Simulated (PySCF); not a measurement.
Geometries of 2 isomers of C2H9BO2Si, from PySCF 2.14.0, PBE0-D3(BJ)/def2-SVP geometry optimisation, gas phase. One conformer each, no zero-point energy, no frequencies.

Question: Which is lower in electronic energy at this level?
A.
```xyz
15
angstrom
O     -2.764    1.096    0.875
B     -1.829    0.139    0.621
O     -2.225   -1.144    0.826
C     -0.363    0.506    0.118
C      0.576   -0.683   -0.112
Si     2.312   -0.196   -0.669
H     -2.436    1.984    0.714
H     -1.524   -1.771    0.627
H     -0.456    1.101   -0.810
H      0.083    1.205    0.852
H      0.162   -1.368   -0.874
H      0.685   -1.280    0.812
H      2.245    0.558   -1.960
H      2.947    0.688    0.359
H      3.174   -1.403   -0.862
```
B.
```xyz
15
angstrom
B      2.813   -0.853   -0.212
C      1.674    0.184   -0.413
O      0.433   -0.219   -0.929
Si    -0.295   -1.694   -0.697
O     -1.928   -1.474   -0.760
C     -2.634   -0.581    0.058
H      2.721   -1.999   -0.588
H      3.844   -0.474    0.294
H      1.540    0.783    0.512
H      2.130    0.920   -1.115
H      0.009   -2.666   -1.777
H      0.135   -2.206    0.646
H     -2.404   -0.726    1.130
H     -3.713   -0.751   -0.081
H     -2.411    0.468   -0.201
```

Answer: A. That is `OB(O)CC[SiH3]`, 62.8 kcal/mol below the other.

| SMILES | atoms numbered as above | E (Eh) | relative (kcal/mol) | relative (kJ/mol) | dipole (D) |
| --- | --- | --- | --- | --- | --- |
| OB(O)CC[SiH3] | [OH:1][B:2]([OH:3])[CH2:4][CH2:5][SiH3:6] | -545.84269 | 0.0 | 0.0 | 2.00 |
| BCO[SiH2]OC | [BH2:1][CH2:2][O:3][SiH2:4][O:5][CH3:6] | -545.74256 | 62.8 | 262.9 | 1.81 |

As drawn, the lower has an O–H bond, an Si–C bond and a B–O bond, which the higher lacks; the higher has an Si–O bond, which the lower lacks.
